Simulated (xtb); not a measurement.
Harmonic IR lines of one isomer of CHBNO, unscaled. All values below come from GFN2-xTB in xtb.

| wavenumber (cm⁻¹) | relative intensity |
|---|---|
| 184 | 8.7 |
| 247 | 10 |
| 593 | 52 |
| 805 | 35 |
| 964 | 17 |
| 1065 | 14 |
| 1835 | 98 |
| 3262 | 100 |

Q: Name which structure gives these lines.
A) `[C-]#[N+][B-]O` (excited triplet)
B) `N#C[B-]O` (lower singlet)
C) `N#C[B-]O` (excited triplet)
D) `[C-]#[N+][B-]O` (lower singlet)

A: D, `[C-]#[N+][B-]O` (lower singlet)
